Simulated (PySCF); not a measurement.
Compound: C6H12N2.
SMILES with atom numbers: `[NH2:1][CH2:2][C@@H:3]1[CH2:4][C@:5]12[CH2:6][C@@H:7]2[NH2:8]` (hydrogens: H9, H10 on N1; H11, H12 on C2; H13 on C3; H14, H15 on C4; H16, H17 on C6; H18 on C7; H19, H20 on N8)

Vertical excitations from PySCF (density fitting, frozen core in the response, grid level 2 and gas phase unless stated; continuum runs use non-equilibrium linear response for the excitations) on a GFN2-xTB geometry. Reference run:

| settings | S1, eV (f) | S2, eV (f) | S3, eV (f) | S4, eV (f) | S5, eV (f) | S6, eV (f) | T1, eV (Tamm–Dancoff) | mean α (au) |
| --- | --- | --- | --- | --- | --- | --- | --- | --- |
| PBE0/def2-SVPD, full TDDFT, 6 singlets | 5.89 (0.024) | 6.21 (0.029) | 6.50 (0.007) | 6.64 (0.008) | 6.68 (0.004) | 6.84 (0.013) | 5.67 | 86.5 |

Task: What do these settings give: OPBE/6-31G-J, grid level 4, full TDDFT, 12 singlets?

Result: 
```csv
settings,"S1, eV (f)","S2, eV (f)","S3, eV (f)","S4, eV (f)","S5, eV (f)","S6, eV (f)","T1, eV (Tamm–Dancoff)",mean α (au)
"OPBE/6-31G-J, grid level 4, full TDDFT, 12 singlets",6.25 (0.006),6.51 (0.006),6.63 (0.006),6.70 (0.042),6.91 (0.011),6.95 (0.050),–,72.8
```

S1 moves by +0.36 eV; functional and basis change together, so the shift can't be laid on one. States are counted by energy in each run and needn't keep their character from row to row.

Task: Give the leading configurations of S1 (H = HOMO, L = LUMO) and the HOMO–LUMO gap of each run.

Result: 
```tsv
settings	S1 configurations (weight)	S1 (eV)	orbital gap (eV)	S1 − gap (eV)
PBE0/def2-SVPD, full TDDFT, 6 singlets	H→L 0.84, H→L+1 0.10	5.89	7.04	-1.15
OPBE/6-31G-J, grid level 4, full TDDFT, 12 singlets	H→L 0.98	6.25	6.15	+0.10
```

The values belong to the conformer `[NH2:1][CH2:2][C@@H:3]1[CH2:4][C@:5]12[CH2:6][C@@H:7]2[NH2:8]`: N1–C2–C3–C4 -79°, H–N1–C2–C3 59°, H–N1–C2–C3 -59°, H–N8–C7–C6 -35°, H–N8–C7–C6 -155°.
